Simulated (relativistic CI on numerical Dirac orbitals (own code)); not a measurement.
## Sensitivity of the levels of Nb2+ to α and to the nuclear radius

These numbers are calculated, not measured: Dirac-Coulomb-Breit CI, KLI orbitals optimised for each configuration, valence Slater integrals scaled by 0.85, P86 correlation energy added to each configuration, derivatives by finite differences, QED left out (own radial code, finite nucleus).

Configurations in the expansion (outside the closed core [Kr]): 4d³, 4d²5s, 4d²5p, 4d5s², 4d²4f, 4d5s5p, 4d²5d, 4d4f². Levels of other configurations are missing.

With x = (α/α₀)² − 1 an excitation energy changes as ω = ω₀ + qx; K = 2q/ω₀ is the relative enhancement. Terms are leading LS components, so labels can repeat. The field-shift factor is F = δν/δ⟨r²⟩ for the transition from the lowest level.

Lowest level 4d³ ⁴F3/2.

| Level | ω₀ (cm⁻¹) | q (cm⁻¹) | K | F (GHz/fm²) |
| --- | --- | --- | --- | --- |
| 4d³ ⁴F5/2 | 443.4 | 453.7 | 2.05 | 0.00856 |
| 4d³ ⁴F7/2 | 1023.1 | 1008 | 1.97 | 0.0195 |
| 4d³ ⁴F9/2 | 1708.5 | 1610 | 1.88 | 0.0322 |
| 4d³ ⁴P1/2 | 9406.2 | 179.1 | 0.0381 | 0.0821 |
| 4d³ ⁴P3/2 | 9411.4 | -52.28 | -0.0111 | 0.116 |
| 4d³ ²G7/2 | 9910.7 | 433.8 | 0.0875 | 0.138 |
| 4d³ ⁴P5/2 | 10216.8 | 1093 | 0.214 | 0.0627 |
| 4d³ ²G9/2 | 10428.0 | 774.7 | 0.149 | 0.14 |
| 4d³ ²P1/2 | 11449.2 | 178.6 | 0.0312 | 0.506 |
| 4d³ ²P3/2 | 11713.2 | 333.9 | 0.057 | 0.426 |
| 4d³ ²H9/2 | 13515.0 | 995.1 | 0.147 | 0.081 |
| 4d³ ²D3/2 | 13831.0 | 885.9 | 0.128 | 0.404 |
| 4d³ ²H11/2 | 13855.0 | 1108 | 0.16 | 0.0766 |
| 4d³ ²D5/2 | 14083.5 | 770 | 0.109 | 0.36 |
| 4d³ ²F7/2 | 21215.4 | 90.14 | 0.0085 | 0.493 |
| 4d³ ²F5/2 | 21333.7 | 67.47 | 0.00632 | 0.546 |
| 4d²5s ⁴F3/2 | 27902.1 | -7162 | -0.513 | 4.03 |
| 4d²5s ⁴F5/2 | 28372.5 | -6707 | -0.473 | 4.03 |
| 4d²5s ⁴F7/2 | 29032.3 | -6071 | -0.418 | 4.05 |
| 4d²5s ⁴F9/2 | 29861.0 | -5295 | -0.355 | 4.07 |
| 4d³ ²D5/2 | 33622.1 | 178.4 | 0.0106 | 0.41 |
| 4d³ ²D3/2 | 33855.6 | 389.1 | 0.023 | 0.396 |
| 4d²5s ⁴P1/2 | 37765.1 | -6654 | -0.352 | 4.09 |

Correlation outside the listed configurations is missing or only estimated: errors of thousands of cm⁻¹ between configurations and terms are usual at this charge. Rates and lifetimes follow the computed energies and can be off by large factors. The fine structure of a lone outer electron comes out too small, for d and f at times inverted, and misplaced configurations move strength between like terms.
